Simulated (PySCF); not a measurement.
PySCF job for BrH3O3Ti, SMILES [OH][Ti]([OH])([OH])[Br], multiplicity 1, TDA-B3LYP/def2-SVPD. Geometry: B3LYP-D3(BJ)/def2-SVP. The multiplicity is an assumed one; no other spin state was optimised. The structure was generated by enumeration; whether it is a known compound was not checked. One conformer was computed; it need not be the lowest.

```python
import numpy as np
from pyscf import gto, scf, dft, tdscf

mol = gto.M(
    atom='''
    Ti   -0.00000000   -0.00000000    0.79883631
    Br   -0.00000000    0.00000000   -1.59965794
    O     1.66575334    0.19236912    1.38195194
    H     2.14476959    0.94615423    1.74892749
    O    -0.66628012   -1.53876926    1.38195194
    H    -0.25299120   -2.33050206    1.74892750
    O    -0.99947321    1.34640015    1.38195194
    H    -1.89177839    1.38434785    1.74892750
    ''',
    basis='def2-SVPD',
    charge=0,
    spin=0,
    symmetry=True,
    max_memory=1600,
    verbose=4,
)
mf = dft.RKS(mol, xc='b3lyp').density_fit(auxbasis='def2-universal-jkfit')
mf.grids.level = 3
mf.conv_tol = 1e-9
mf.max_cycle = 100
mf.kernel()
mf.grids = dft.Grids(mol).set(level=1).build(with_non0tab=True)  # coarser grid for the response kernel
td = tdscf.TDA(mf)
td.singlet = True
td.nstates = 10
td.conv_tol = 1e-4
td.positive_eig_threshold = 1e-6
td.kernel(x0=td.get_init_guess(mf, 15))
td.analyze()
tt = tdscf.TDA(mf)
tt.singlet = False
tt.nstates = 4
tt.conv_tol = 1e-4
tt.positive_eig_threshold = 1e-6
tt.kernel(x0=tt.get_init_guess(mf, 9))
tt.analyze(verbose=3)
```

It prints:

```
PySCF version 2.14.0

[INPUT] verbose = 4
[INPUT] num. atoms = 8
[INPUT] num. electrons = 84
[INPUT] charge = 0
[INPUT] spin (= nelec alpha-beta = 2S) = 0
[INPUT] symmetry True subgroup None
[INPUT] Mole.unit = angstrom
[INPUT] Symbol           X                Y                Z      unit          X                Y                Z       unit  Magmom
[INPUT]  1 Ti     0.000000000000   0.000000000000   0.798836310000 AA    0.000000000000   0.000000000000   1.509581844258 Bohr   0.0
[INPUT]  2 Br     0.000000000000   0.000000000000  -1.599657940000 AA    0.000000000000   0.000000000000  -3.022915399586 Bohr   0.0
[INPUT]  3 O      1.665753340000   0.192369120000   1.381951940000 AA    3.147817603680   0.363524951624   2.611510683911 Bohr   0.0
[INPUT]  4 H      2.144769590000   0.946154230000   1.748927490000 AA    4.053027125396   1.787972366299   3.304993967823 Bohr   0.0
[INPUT]  5 O     -0.666280120000  -1.538769260000   1.381951940000 AA   -1.259086949042  -2.907852470300   2.611510683911 Bohr   0.0
[INPUT]  6 H     -0.252991200000  -2.330502060000   1.748927500000 AA   -0.478084079925  -4.404010626135   3.304993986720 Bohr   0.0
[INPUT]  7 O     -0.999473210000   1.346400150000   1.381951940000 AA   -1.888730635740   2.544327537573   2.611510683911 Bohr   0.0
[INPUT]  8 H     -1.891778390000   1.384347850000   1.748927500000 AA   -3.574943045471   2.616038297630   3.304993986720 Bohr   0.0

nuclear repulsion = 540.4883881943
point group symmetry = C3, use subgroup C1
symmetry origin: [ 1.79973912e-09  2.24967393e-09 -6.74902102e-10]
symmetry axis x: [-6.35876026e-01 -7.71791215e-01  1.38630232e-09]
symmetry axis y: [ 7.71791215e-01 -6.35876026e-01  1.52214814e-10]
symmetry axis z: [7.64038423e-10 1.16672562e-09 1.00000000e+00]
num. orbitals of irrep A = 168
number of shells = 66
number of NR pGTOs = 288
number of NR cGTOs = 168
basis = def2-SVPD
ecp = {}


[settings echo left out]
init E= -3649.74834933977
  HOMO = -0.351979405341961  LUMO = -0.13794481835772  gap/eV = 5.82418
cycle= 1 E= -3650.37253723402  delta_E= -0.624  |g|= 1.49  |ddm|= 3.67
  HOMO = -0.175000799787713  LUMO = -0.13020456776248  gap/eV = 1.21897
cycle= 2 E= -3638.53754449964  delta_E= 11.8  |g|= 8.14  |ddm|= 5.01
  HOMO = -0.222950260116729  LUMO = -0.0184079127064263  gap/eV = 5.56588
cycle= 3 E= -3650.58790337157  delta_E= -12.1  |g|= 1.09  |ddm|= 3.85
  HOMO = -0.282797984979299  LUMO = -0.15756943399846  gap/eV = 3.40764
cycle= 4 E= -3650.72441267723  delta_E= -0.137  |g|= 0.625  |ddm|= 1.18
  HOMO = -0.30355267692776  LUMO = -0.0990082466194729  gap/eV = 5.56594
cycle= 5 E= -3650.81793239757  delta_E= -0.0935  |g|= 0.127  |ddm|= 0.567
  HOMO = -0.283919273826738  LUMO = -0.091617186792319  gap/eV = 5.23281
cycle= 6 E= -3650.82111671834  delta_E= -0.00318  |g|= 0.0508  |ddm|= 0.154
  HOMO = -0.284721854189013  LUMO = -0.0876830648605788  gap/eV = 5.36170
cycle= 7 E= -3650.82167318779  delta_E= -0.000556  |g|= 0.00865  |ddm|= 0.0382
  HOMO = -0.286148377796573  LUMO = -0.0872445389328101  gap/eV = 5.41245
cycle= 8 E= -3650.82169890873  delta_E= -2.57e-05  |g|= 0.00089  |ddm|= 0.0127
  HOMO = -0.286161561047932  LUMO = -0.0872243551448724  gap/eV = 5.41336
cycle= 9 E= -3650.82169909949  delta_E= -1.91e-07  |g|= 0.000217  |ddm|= 0.00117
  HOMO = -0.286133359510151  LUMO = -0.0872242210417768  gap/eV = 5.41259
cycle= 10 E= -3650.82169911249  delta_E= -1.3e-08  |g|= 6.31e-05  |ddm|= 0.000309
  HOMO = -0.2861314481841  LUMO = -0.0872284933107218  gap/eV = 5.41243
cycle= 11 E= -3650.82169911368  delta_E= -1.2e-09  |g|= 1.74e-05  |ddm|= 8.29e-05
  HOMO = -0.28613240948898  LUMO = -0.0872283289752605  gap/eV = 5.41246
cycle= 12 E= -3650.82169911371  delta_E= -2.55e-11  |g|= 1.77e-05  |ddm|= 2.77e-05
  HOMO = -0.286132592876867  LUMO = -0.0872271908317771  gap/eV = 5.41249
Extra cycle  E= -3650.82169911343  delta_E= 2.75e-10  |g|= 4.12e-05  |ddm|= 4.18e-05
converged SCF energy = -3650.82169911343
tot grids = 37744
Overwritten attributes  positive_eig_threshold  of <class 'pyscf.tdscf.rks.TDA'>


******** <class 'pyscf.tdscf.rks.TDA'> for <class 'pyscf.df.df_jk.DFRKS'> ********
nstates = 10 singlet
deg_eia_thresh = 1.000e-03
wfnsym = None
conv_tol = 0.0001
eigh lindep = 1e-12
eigh level_shift = 0
eigh max_cycle = 100


Excitation energies (eV)
[4.23352641 4.30005936 4.30012733 4.58394693 4.86473968 4.86475396
 5.30005378 5.30012074 5.36569651 5.41503541]

** Singlet excitation energies and oscillator strengths **
Excited State   1:    A      4.23353 eV    292.86 nm  f=0.0000
      41 -> 43       -0.34644
      41 -> 44       -0.35963
      42 -> 43        0.35992
      42 -> 44       -0.34603
Excited State   2:    A      4.30006 eV    288.33 nm  f=0.0019
      41 -> 43        0.49415
      42 -> 44       -0.49435
Excited State   3:    A      4.30013 eV    288.33 nm  f=0.0019
      41 -> 44        0.49439
      42 -> 43        0.49411
Excited State   4:    A      4.58395 eV    270.47 nm  f=0.0417
      40 -> 45        0.17640
      41 -> 43        0.33524
      41 -> 44       -0.32197
      41 -> 46       -0.11874
      42 -> 43        0.32203
      42 -> 44        0.33533
      42 -> 47        0.11876
Excited State   5:    A      4.86474 eV    254.86 nm  f=0.0010
      42 -> 45       -0.70222
Excited State   6:    A      4.86475 eV    254.86 nm  f=0.0010
      41 -> 45        0.70222
Excited State   7:    A      5.30005 eV    233.93 nm  f=0.0004
      40 -> 43        0.66229
      41 -> 46        0.12946
      42 -> 47        0.12964
Excited State   8:    A      5.30012 eV    233.93 nm  f=0.0004
      40 -> 44       -0.66238
      41 -> 47       -0.12933
      42 -> 46        0.12923
Excited State   9:    A      5.36570 eV    231.07 nm  f=0.0000
      41 -> 46        0.15600
      41 -> 47       -0.47262
      42 -> 46       -0.47296
      42 -> 47       -0.15576
Excited State  10:    A      5.41504 eV    228.96 nm  f=0.0010
      40 -> 43       -0.15256
      40 -> 44        0.15030
      41 -> 46        0.12462
      41 -> 47       -0.45611
      42 -> 46        0.45570
      42 -> 47        0.12441

** Transition electric dipole moments (AU) **
state          X           Y           Z        Dip. S.      Osc.
  1         0.0001      0.0001     -0.0122      0.0001      0.0000
  2        -0.1265     -0.0489     -0.0001      0.0184      0.0019
  3        -0.0489      0.1265      0.0001      0.0184      0.0019
  4         0.0000      0.0000     -0.6090      0.3709      0.0417
  5         0.0360      0.0845     -0.0001      0.0084      0.0010
  6        -0.0845      0.0359     -0.0000      0.0084      0.0010
  7        -0.0476     -0.0209      0.0000      0.0027      0.0004
  8        -0.0210      0.0477     -0.0000      0.0027      0.0004
  9        -0.0001      0.0000      0.0029      0.0000      0.0000
 10         0.0817     -0.0265     -0.0001      0.0074      0.0010

** Transition velocity dipole moments (imaginary part, AU) **
state          X           Y           Z        Dip. S.      Osc.
  1         0.0000      0.0000      0.0054      0.0000      0.0001
  2         0.0025      0.0007     -0.0000      0.0000      0.0000
  3         0.0007     -0.0025      0.0000      0.0000      0.0000
  4         0.0000      0.0000     -0.0217      0.0005      0.0019
  5        -0.0156     -0.0323     -0.0000      0.0013      0.0048
  6         0.0323     -0.0156     -0.0000      0.0013      0.0048
  7         0.0150      0.0051     -0.0000      0.0003      0.0009
  8         0.0052     -0.0150      0.0000      0.0003      0.0009
  9         0.0000      0.0000      0.0074      0.0001      0.0002
 10        -0.0140      0.0049      0.0000      0.0002      0.0007

** Transition magnetic dipole moments (imaginary part, AU) **
state          X           Y           Z
  1        -0.0001      0.0000      0.2352
  2         0.1259     -0.1008      0.0001
  3        -0.1009     -0.1259     -0.0001
  4         0.0000     -0.0000      0.0861
  5        -0.2519      0.1110     -0.0000
  6        -0.1110     -0.2519      0.0000
  7         0.3061     -0.9476      0.0001
  8        -0.9478     -0.3066     -0.0000
  9         0.0002     -0.0010     -0.0521
 10         0.1856      0.6474      0.0000


******** <class 'pyscf.tdscf.rks.TDA'> for <class 'pyscf.df.df_jk.DFRKS'> ********
nstates = 4 triplet
deg_eia_thresh = 1.000e-03
wfnsym = None
conv_tol = 0.0001
eigh lindep = 1e-12
eigh level_shift = 0
eigh max_cycle = 100


Excitation energies (eV)
[4.08518848 4.14620575 4.1462636  4.22206584]

** Triplet excitation energies and oscillator strengths **
Excited State   1:    A      4.08519 eV    303.50 nm  f=0.0000
Excited State   2:    A      4.14621 eV    299.03 nm  f=0.0000
Excited State   3:    A      4.14626 eV    299.03 nm  f=0.0000
Excited State   4:    A      4.22207 eV    293.66 nm  f=0.0000
```

The program stopped with an error.
